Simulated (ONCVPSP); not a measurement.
## antimony, ONCV: configuration errors across variants

| Quantity | Value |
| --- | --- |
| Element | antimony (Sb) |
| Generator | ONCVPSP 4.0.1 |
| Type | optimised norm-conserving Vanderbilt (ONCV) |
| Functional | PBE |
| Relativity | scalar-relativistic |
| Frozen core | [Ar] 3d10 |
| Valence charge | 23 |
| Reference configuration | 4s2 4p6 4d10 5s1.5 5p3.5 |
| Partial waves | 4s+5s: rc 1.40 bohr, ncon 3, nbas 6, qcut 7.2 1/bohr, 2 projectors; 4p+5p: rc 1.40 bohr, ncon 3, nbas 6, qcut 9.2 1/bohr, 3 projectors, debl 1.4 Ha; 4d: rc 1.20 bohr, ncon 3, nbas 8, qcut 14.1 1/bohr, 2 projectors, debl 1.4 Ha |
| Local potential | polynomial inside 1.20 bohr (lpopt 5, dvloc0 -1 Ha) |
| Core correction | none |

All-electron excitation energies from the reference (eV): (1) 4s2 4p6 4d10 5s2 5p3 -4.029; (2) 4s2 4p6 4d10 5s2 5p2 4.288; (3) 4s2 4p6 4d10 5s2 5p1 20.257; (4) 4s2 4p6 4d10 5s1 5p0 88.964.

Errors AE − PS in meV (a dash: test not solved or not reliable):

| change | (1) | (2) | (3) | (4) | bound ghosts | GHOST(+) flags above zero |
| --- | --- | --- | --- | --- | --- | --- |
| base | +0.1 | -1.3 | -4.1 | -22 | none | none |
| d: rc 0.84; local potential polynomial inside 0.84 bohr (lpopt 5, dvloc0 -1 Ha) | +0.1 | -1.3 | -4.0 | -21 | none | s |
| d: rc 0.94; local potential polynomial inside 0.94 bohr (lpopt 5, dvloc0 -1 Ha) | +0.1 | -1.3 | -4.1 | -21 | none | s |
| d: rc 1.1; local potential polynomial inside 1.10 bohr (lpopt 5, dvloc0 -1 Ha) | +0.1 | -1.3 | -4.1 | -22 | none | s |
| d: rc 1.22 | +0.1 | -1.3 | -4.1 | -22 | none | none |
| d: rc 1.32 | +0.1 | -1.3 | -4.1 | -22 | none | none |
| d: rc 1.64 | +0.1 | -1.3 | -4.1 | -23 | none | none |
| d: rc 1.76 | +0.1 | -1.3 | -4.1 | -25 | none | none |

Give the same row for: d: rc 1.5.

+0.1, -1.2, -4.1, -23; bound ghosts: none; GHOST(+) flags above zero: none.
